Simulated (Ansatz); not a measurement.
Frontier orbitals of C3H5FGe (`FC1=[CH][GeH2][CH2]1`).

Total charge 0; spin multiplicity 1. Correlated methods include outer-core shells of Ge, which these sets cover unevenly. Scalar relativity is left out up to krypton. All single points use the PBE0-D4/def2-TZVP geometry. Basis def2-TZVPP, the Gaussian-basis code of Ansatz.

Orbital energies of one run (eV). Highest occupied ones, from the top: -7.63, -8.63, -9.44, -9.98, -10.61, -12.18, -13.66, -13.93, -14.56, -14.95, -17.20, -19.70, -23.73, -34.17. Empty: 0.37, 0.61, 1.33, 1.70, 2.77, 2.90.

Task: Which functional gave them?
A. CAM-B3LYP
B. r2SCAN0
C. r2SCANh
D. B97M-V

Result: B. HOMO energies: r2SCAN0 -7.63, B97M-V -6.57, CAM-B3LYP -8.80, r2SCANh -6.96 eV.
